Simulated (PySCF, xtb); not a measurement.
C2H6FISi, SMILES C[Si](C)(F)I.

Harmonic wavenumbers (cm⁻¹) from GFN2-xTB (xtb) at its own minimum, in rising order: 92, 100, 128, 137, 176, 182, 221, 384, 691, 778, 792, 803, 848, 855, 875, 1379, 1381, 1468, 1470, 1472, 1473, 3034, 3035, 3039, 3039, 3048, 3050.

**Question.** What does PySCF with B3LYP-D3(BJ)/def2-SVP give at its own minimum? (Estimate from the structure and the level; the computed values follow.)

**Answer.** 152, 153, 154, 171, 200, 214, 267, 360, 653, 698, 752, 798, 809, 849, 921, 1274, 1277, 1420, 1423, 1428, 1435, 3032, 3034, 3125, 3127, 3141, 3141. Paired by order, the mean absolute difference is 48 cm⁻¹ and the zero-point energies are 48.5 and 48.6 kcal/mol.
